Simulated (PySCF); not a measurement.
**Correlation energy of Rh⁺ (rhodium, charge +1)**

[Kr] 4d7 5p1, one real determinant (an excited configuration). Computed with PySCF 2.14 in aug-cc-pVTZ-DK, with the spin-free X2C one-electron Hamiltonian (Gaussian nucleus). Frozen: [Kr]; 8 electrons correlated.

| level | correlation energy (mhartree) |
| --- | --- |
| CCSD | -179.07 |
| (T) | -5.63 |
| CCSD(T) | -184.70 |

Diagnostics: T1 = 0.013, D1 = 0.0473, largest double amplitude 0.037.

The real determinant used has ⟨L²⟩ near 14 against 20 for a pure G term, so it mixes terms.

Cost of the coupled-cluster step: of the order of 50 core-seconds, for 8 correlated electrons.

The reference is one real determinant that mixes LS terms of this configuration.
